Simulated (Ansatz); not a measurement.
Coupled-cluster diagnostics for the cluster B6Pt⁺, Ansatz.

Geometry of the doublet (r2SCAN-D4/def2-SVP):

```xyz
7

Pt    0.221    0.982    2.119
B    -1.194   -0.985   -0.329
B    -0.893   -0.077    0.948
B    -0.380    0.403   -0.687
B     1.185    0.032   -1.048
B     0.051   -1.092   -1.375
B     1.010    0.737    0.373
```

In the def2 sets Pt takes a core potential; there is no spin–orbit coupling. Correlated methods freeze 6 core orbitals; core or outer-core shells of Pt are correlated, in sets that lack core-valence functions. Another isomer (doublet) lies 0.13 eV lower at PBE0-D4/def2-TZVP; other spin states weren't run for this one.

Task: Estimate the CCSD(T) correlation energy, the shares of MP2 and (T), T1 and the reference's ⟨S²⟩ for: charge 1, doublet, own geometry in def2-SVP; and the rough time on 4 threads of Intel Xeon 6975P-C on a shared host.

Result: 
| state | basis | correlation (eV) | MP2 share (%) | (T) share (%) | T1 | ⟨S²⟩ (pure) | wall time | remarks |
| --- | --- | --- | --- | --- | --- | --- | --- | --- |
| charge 1, doublet, own geometry | def2-SVP | -24.290 | 96.0 | 6.4 | 0.040 | 0.96 (0.75) | 20 s | spin-contaminated |
Customary marks for T1 are 0.02 (closed shells), 0.045 (open shells) and about 0.05 (3d metals). T1 exceeds 0.02 in 1 of 1 rows and 0.045 in 0; the higher it lies, the less the single-reference result can be trusted.
